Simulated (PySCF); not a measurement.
M06-2X on Co- (cobalt, charge -1), [Ar] 3d8 4s2, high-spin 3F determinant. Computed with PySCF 2.14 in aug-cc-pVQZ, with no relativity, point nucleus.

```
cycle= 1 E= -1382.73174697492  delta_E= -0.0159  |g|= 0.103  |ddm|= 1.51
cycle= 2 E= -1382.72795060518  delta_E= 0.0038  |g|= 0.211  |ddm|= 0.769
cycle= 3 E= -1382.73524430173  delta_E= -0.00729  |g|= 0.0135  |ddm|= 0.128
cycle= 4 E= -1382.73539703076  delta_E= -0.000153  |g|= 0.00361  |ddm|= 0.15
cycle= 5 E= -1382.73543170775  delta_E= -3.47e-05  |g|= 0.00109  |ddm|= 0.125
cycle= 6 E= -1382.73543415416  delta_E= -2.45e-06  |g|= 0.000757  |ddm|= 0.0691
cycle= 7 E= -1382.73543473392  delta_E= -5.8e-07  |g|= 7.23e-05  |ddm|= 0.013
cycle= 8 E= -1382.73543473689  delta_E= -2.97e-09  |g|= 7.95e-06  |ddm|= 0.00149
cycle= 9 E= -1382.73543473699  delta_E= -9.39e-11  |g|= 2.67e-06  |ddm|= 0.0006
converged SCF energy = -1382.73543473699  <S^2> = 2.0117848  2S+1 = 3.0078463
```

Highest occupied orbital energy: 0.176 eV; ⟨L²⟩ = 12.01; populations by l: s 8.00, p 12.00, d 8.00, f 0.00.

(1) Can this result be used?

Answers

(1) With care. The run converged. At M06-2X the highest occupied level has a positive energy, so only the finite basis holds that electron; in a semilocal or global hybrid functional this comes from self-interaction and does not mean that the real anion is unbound.
